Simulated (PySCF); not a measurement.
Electrostatic solvation of a mixed set.

Computed with PySCF at PBE0/def2-SVPD, non-relativistic, each on one gas-phase PBE0-D3(BJ)/def2-SVP geometry that isn't relaxed in the solvent. The solvent is an IEF-PCM continuum (cavity from Bondi-type radii × 1.2). Specific hydrogen bonds and non-electrostatic terms are outside this model.

Question: Order them by E(solvent) − E(gas) in benzene (ε = 2.271), most negative first (kcal/mol).
A. `[CH:1]#[C:2][Si@@H:3]1[CH2:4][CH2:5][C@H:6]1[C:7]([F:8])([F:9])[F:10]` with C2–Si3–C4–C5 -93°, Si3–C4–C5–C6 -19°, C4–C5–C6–C7 -97°, C2–Si3–C6–C5 97°
B. `[F:1][C:2]([F:3])([F:4])[C:5]#[C:6][CH:7]1[CH2:8][SiH2:9][CH2:10]1` with C6–C7–C8–Si9 -148°, C7–C8–Si9–C10 19°, C8–Si9–C10–C7 -19°, C6–C7–C10–Si9 148°
C. `CC1=C(C(F)(F)F)C=C[SiH2]1`

Answer: A (-1.9), B (-1.4), C (-1.2).

| SMILES | charge | ΔE (kcal/mol) | polarisation term (kcal/mol) | HOMO shift (eV) | dipole gas (D) | dipole solvent (D) | atoms | lowest singlet, gas (eV) | lowest singlet, solvent (eV) |
| --- | --- | --- | --- | --- | --- | --- | --- | --- | --- |
| C#C[Si@@H]1CC[C@H]1C(F)(F)F | 0 | -1.9 | -2.0 | +0.09 | 2.92 | 3.20 | 17 | 5.80 | 5.82 |
| FC(F)(F)C#CC1C[SiH2]C1 | 0 | -1.4 | -1.5 | +0.09 | 3.53 | 3.89 | 17 | 6.09 | 6.09 |
| CC1=C(C(F)(F)F)C=C[SiH2]1 | 0 | -1.2 | -1.2 | +0.09 | 2.10 | 2.33 | 17 | 4.29 | 4.23 |

The polarisation term is half the interaction of the solute with the induced surface charges. Singlets are vertical TDDFT energies (frozen core, non-equilibrium response), the lowest in each medium.
